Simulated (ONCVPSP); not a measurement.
V (Z = 23): excitation energies, all-electron against ONCV

ONCVPSP 4.0.1 input, shortened (lines: element, Z, core and valence counts, functional; n l f; lmax; l rc ep ncon nbas qcut; lloc lpopt rc5 dvloc0; l nproj debl; icmod fcfact rcfact), PBE, scalar-relativistic:

```
  V 23.00    3    4        4      upf
    1    0    2.00
    2    0    2.00
    2    1    6.00
    3    0    2.00
    3    1    6.00
    3    2    3.00
    4    0    2.00
    2
    0    1.70    0.00    5    8    6.80
    1    0.95    0.00    4    7    6.90
    2    2.15    0.00    5    9    7.30
    4    5    0.90    3.00
    0    2    2.80
    1    2    2.20
    2    3    2.70
    0    0.00    0.00
```

Energies are relative to the spin-unpolarised reference configuration 3s2 3p6 3d3 4s2; without spin polarisation the order of configurations can differ from experiment.

Q: Give the all-electron excitation energy and the error of the potential for: 3s2 3p6 3d3 4s1; 3s2 3p6 3d3 4s0; 3s2 3p6 3d2 4s0; 3s2 3p6 3d2 4s2.

A:

```
valence configuration  charge  ΔE all-electron (eV)  error AE − PS (meV)
      3s2 3p6 3d3 4s1      +1                 7.735                 +0.6
      3s2 3p6 3d3 4s0      +2                22.031                 +1.7
      3s2 3p6 3d2 4s0      +3                50.928                  +98
      3s2 3p6 3d2 4s2      +1                10.975                 +121
```

Levels in the configuration 3s2 3p6 3d2 4s0:

```json
{"level": "3s", "all-electron (eV)": "-103.793", "pseudo (eV)": "-103.622"}
{"level": "3p", "all-electron (eV)": "-77.293", "pseudo (eV)": "-77.122"}
{"level": "3d", "all-electron (eV)": "-36.955", "pseudo (eV)": "-36.616"}
```
